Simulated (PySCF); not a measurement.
C₂H₄SSe.
Structure used (PBE0-D3(BJ)/def2-SVP), in Å, numbered top down from 1:
```xyz
8
C2H4SSe angstrom
C     -1.2155   -0.1551    0.5057
S     -0.0535    1.1722    0.1755
C      1.4532    0.3696    0.1096
Se     1.8347   -1.3461    0.3115
H     -2.2101    0.3075    0.5572
H     -0.9672   -0.6479    1.4566
H     -1.1764   -0.9014   -0.3009
H      2.2519    1.0992   -0.0904
```

Computed, not measured: EOM-IP-CCSD/aug-cc-pVDZ in PySCF, restricted Hartree–Fock reference, frozen core, non-relativistic, gas phase, PBE0-D3(BJ)/def2-SVP geometry.

Hartree–Fock orbital energies give these Koopmans values (eV): HOMO 8.77, HOMO-1 9.04, HOMO-2 12.31, HOMO-3 12.55, HOMO-4 14.91, HOMO-5 15.16, HOMO-6 16.52, HOMO-7 17.36.

Question: What vertical ionisation energies does EOM-IP-CCSD give?

Answer: 
| leading hole (HF orbital) | Koopmans (eV) | EOM-IP-CCSD (eV) | change (eV) | one-hole share |
| --- | --- | --- | --- | --- |
| HOMO | 8.77 | 8.23 | -0.54 | 0.95 |
| HOMO-1 | 9.04 | 8.84 | -0.20 | 0.95 |
| HOMO-2 | 12.31 | 11.51 | -0.80 | 0.90 |
| HOMO-3 | 12.55 | 11.61 | -0.94 | 0.95 |
| HOMO-5 | 15.16 | 13.71 | -1.45 | 0.92 |
| HOMO-4 | 14.91 | 13.74 | -1.17 | 0.94 |
| HOMO-6 | 16.52 | 15.12 | -1.40 | 0.90 |
| HOMO-7 | 17.36 | 15.73 | -1.63 | 0.91 |

Question: Does the order of the lines follow the orbital energies?

Answer: No: the HOMO-5 hole (13.71 eV) falls below the HOMO-4 hole (13.74 eV). The corrections run from -1.63 to -0.20 eV, with a mean of -1.02 eV over the 8 lines; no line lies above its Koopmans value. Koopmans values leave out both the relaxation of the orbitals and the change in correlation energy.

Question: At what kinetic energies would He I light (21.22 eV) eject these electrons?

Answer: 12.99 eV (HOMO), 12.38 eV (HOMO-1), 9.71 eV (HOMO-2), 9.61 eV (HOMO-3), 7.51 eV (HOMO-5), 7.48 eV (HOMO-4), 6.10 eV (HOMO-6), 5.49 eV (HOMO-7).

Lines less than 0.15 eV apart could change places at a higher level. One root was sought for each valence orbital with −ε under 21 eV, eight at most, so deeper holes and satellites are missing; no vibrational structure.

One conformer stands for the species.
